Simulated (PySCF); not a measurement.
## A search over the determinants of NaTe⁺

Unrestricted PBE0; basis Na def2-SVPD, Te def2-SVPD with ECP28; scalar-relativistic core potentials; PySCF 2.14. Outer shells of the fragments: Na+ closed shells only; Te 4d10 5s2 5p4.

Followed along the bond (rough minima from three points):

```json
{"2Ms+1": "3", "unpaired": "π ↑↑", "⟨S²⟩ at the start": "2.00", "R at minimum (Å)": "3.16", "Te (eV)": "0.00"}
{"2Ms+1": "1", "unpaired": "π ↑↓", "⟨S²⟩ at the start": "1.01", "R at minimum (Å)": "3.16", "Te (eV)": "0.37"}
{"2Ms+1": "3", "unpaired": "σ ↑, π ↑", "⟨S²⟩ at the start": "2.00", "R at minimum (Å)": "3.48", "Te (eV)": "0.61"}
{"2Ms+1": "1", "unpaired": "σ ↓, π ↑", "⟨S²⟩ at the start": "1.01", "R at minimum (Å)": "3.49", "Te (eV)": "0.96"}
{"2Ms+1": "1", "unpaired": "none", "⟨S²⟩ at the start": "0.00", "R at minimum (Å)": "3.16", "Te (eV)": "1.48"}
```

Solutions found at the starting distance of 2.995 Å, counted from the lowest of them; the search is not exhaustive and high or unbound solutions are not listed, so other states can lie among these:

| 2Ms+1 | unpaired | term | E (eV) | ⟨S²⟩ | ⟨Lz²⟩ | μ (D) |
| --- | --- | --- | --- | --- | --- | --- |
| 3 | π ↑↑ | ³Σ⁻ | 0.00 | 2.00 | 0.00 | -9.23 |
| 1 | π ↑↓ | mixed | 0.37 | 1.01 | 2.01 | -9.24 |
| 3 | σ ↑, π ↑ | ³Π | 0.67 | 2.00 | 1.01 | -9.72 |
| 1 | σ ↓, π ↑ | mixed | 1.02 | 1.01 | 1.01 | -9.69 |
| 1 | none | mixed | 1.48 | 0.00 | 2.00 | -9.21 |
| 3 | σ ↑↑, π ↑↓ | mixed | 5.84 | 3.01 | 2.01 | -0.03 |
| 1 | σ ↓↓, π ↑↑ | mixed | 5.88 | 2.01 | 0.00 | 0.19 |
| 3 | σ ↑, π ↑ | ³Π | 6.72 | 2.00 | 1.00 | 0.04 |
| 1 | σ ↓, π ↑ | mixed | 6.77 | 1.00 | 1.01 | 0.32 |
| 3 | σ ↑, π ↑↑↓ | mixed | 7.28 | 3.01 | 3.01 | -2.35 |

A term symbol is given only where ⟨S²⟩ and ⟨Lz²⟩ are close to those of a pure state; real π, δ and φ orbitals otherwise mix terms. A positive dipole points towards Te; it is taken about the centre of mass and depends on that origin.

Spin–orbit coupling is left out. Counting both spins, an empty level lies below a filled one in some of these solutions, because spin and occupation are held.
